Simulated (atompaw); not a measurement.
## Reading a pseudo-wave (germanium (Ge))

Columns: radius, all-electron u(r) and pseudo u(r) of the 4p shell (level -3.90 eV) of germanium in the configuration [Ar] 3d10 4s2 4p2; PBEsol, scalar-relativistic, PAW (atompaw) scheme, atompaw 4.2.0.5.

```csv
r (bohr),all-electron,pseudo
0.079,0.1338,0.0022
0.158,0.1124,0.0090
0.237,-0.0224,0.0201
0.315,-0.1498,0.0352
0.394,-0.2269,0.0545
0.473,-0.2482,0.0775
0.552,-0.2261,0.1040
0.631,-0.1750,0.1335
0.710,-0.1073,0.1655
0.788,-0.0326,0.1992
0.867,0.0450,0.2349
0.946,0.1207,0.2715
1.025,0.1921,0.3085
1.104,0.2582,0.3453
1.183,0.3180,0.3813
1.262,0.3714,0.4160
1.340,0.4180,0.4484
1.419,0.4593,0.4790
1.498,0.4948,0.5070
1.577,0.5251,0.5321
1.656,0.5504,0.5541
1.735,0.5712,0.5729
1.813,0.5877,0.5883
1.892,0.6007,0.6008
1.971,0.6102,0.6103
2.050,0.6167,0.6167
```

**Question.** How many radial nodes do the two functions have?

**Answer.** The all-electron 4p function has n − l − 1 = 2; the pseudo-wave has 0, since the states of the same l below it are removed with the core.

**Question.** Is the pseudo-wave norm-conserving?

**Answer.** No, it belongs to a PAW set: the norm inside the radius is not constrained, and the difference is carried by the augmentation charge.
